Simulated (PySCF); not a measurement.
These 7 structures share the formula C6H18BN. Method: PBE0-D3(BJ)/def2-SVP geometry optimisation, gas phase (PySCF). One conformer each; no zero-point energy, no entropy. No frequencies were run at this level. Point groups hold within 0.08 Å.

Problem. Rank from lowest to highest electronic energy at this level (kcal/mol).
A. `[BH3-:1][N+:2]([CH2:3][CH3:4])([CH2:5][CH3:6])[CH2:7][CH3:8]` with B1–N2–C3–C4 -63°, B1–N2–C5–C6 179°, B1–N2–C7–C8 -56°
B. `[CH3:1][CH2:2][CH2:3][B@H-:4]([NH3+:5])[CH:6]([CH3:7])[CH3:8]` with C1–C2–C3–B4 -178°, C2–C3–B4–N5 -65°, C3–B4–C6–C7 54°
C. trimethylamine trimethylborane (`C[B-](C)(C)[N+](C)(C)C`)
D. `[BH3-:1][N+:2]([CH3:3])([CH3:4])[CH2:5][CH:6]([CH3:7])[CH3:8]` with B1–N2–C5–C6 -65°, N2–C5–C6–C7 136°
E. `[CH3:1][CH:2]([CH3:3])[BH2-:4][N+:5]([CH3:6])([CH3:7])[CH3:8]` with C1–C2–B4–N5 95°
F. `[BH3-:1][N@H+:2]([CH3:3])[CH:4]([CH2:5][CH3:6])[CH2:7][CH3:8]` with B1–N2–C4–C5 -162°, N2–C4–C5–C6 55°, N2–C4–C7–C8 -159°
G. `[CH3:1][CH2:2][CH2:3][BH2-:4][N+:5]([CH3:6])([CH3:7])[CH3:8]` with C1–C2–C3–B4 180°, C2–C3–B4–N5 -178°

Solution. B (0.0), C (7.9), F (17.3), G (20.3), E (22.7), A (23.9), D (25.2).

As drawn, the lowest has an N–H bond, which the highest lacks. Neighbours under 2.5 kcal/mol apart (CCC[BH2-][N+](C)(C)C and CC(C)[BH2-][N+](C)(C)C; CC(C)[BH2-][N+](C)(C)C and [BH3-][N+](CC)(CC)CC; [BH3-][N+](CC)(CC)CC and [BH3-][N+](C)(C)CC(C)C) can change places with a better method, another conformer or zero-point energy.

```
                SMILES      E (Eh)  E rel (kcal/mol)  dipole (D)  point group       A, B, C (MHz)
CCC[B@H-]([NH3+])C(C)C  -318.50032               0.0        4.34           C1  3520, 870.2, 807.9
C[B-](C)(C)[N+](C)(C)C  -318.48766               7.9        4.49           C3    2223, 1596, 1595
[BH3-][N@H+](C)C(CC)CC  -318.47268              17.3        5.52           C1    1855, 1667, 1111
  CCC[BH2-][N+](C)(C)C  -318.46790              20.3        5.18      near Cs  4034, 828.6, 816.1
CC(C)[BH2-][N+](C)(C)C  -318.46420              22.7        5.19           C1    3040, 1174, 1061
  [BH3-][N+](CC)(CC)CC  -318.46228              23.9        4.98           C1    2164, 1636, 1317
[BH3-][N+](C)(C)CC(C)C  -318.46021              25.2        4.78           C1    2967, 1269, 1134
```

Problem. How do the relative energies change in single points at PBE0/pcSseg-1 (no added dispersion term) on the same geometries?

Solution. 
```tsv
SMILES	PBE0-D3(BJ)/def2-SVP (kcal/mol)	PBE0/pcSseg-1 (kcal/mol)	shift
CCC[B@H-]([NH3+])C(C)C	0.0	0.0	0.0
C[B-](C)(C)[N+](C)(C)C	7.9	7.5	-0.4
[BH3-][N@H+](C)C(CC)CC	17.3	18.1	+0.8
CCC[BH2-][N+](C)(C)C	20.3	18.8	-1.5
CC(C)[BH2-][N+](C)(C)C	22.7	21.5	-1.2
[BH3-][N+](CC)(CC)CC	23.9	24.3	+0.4
[BH3-][N+](C)(C)CC(C)C	25.2	24.9	-0.3
```

Each column counts from its own lowest isomer. The order is unchanged; the largest shift is 1.5 kcal/mol.
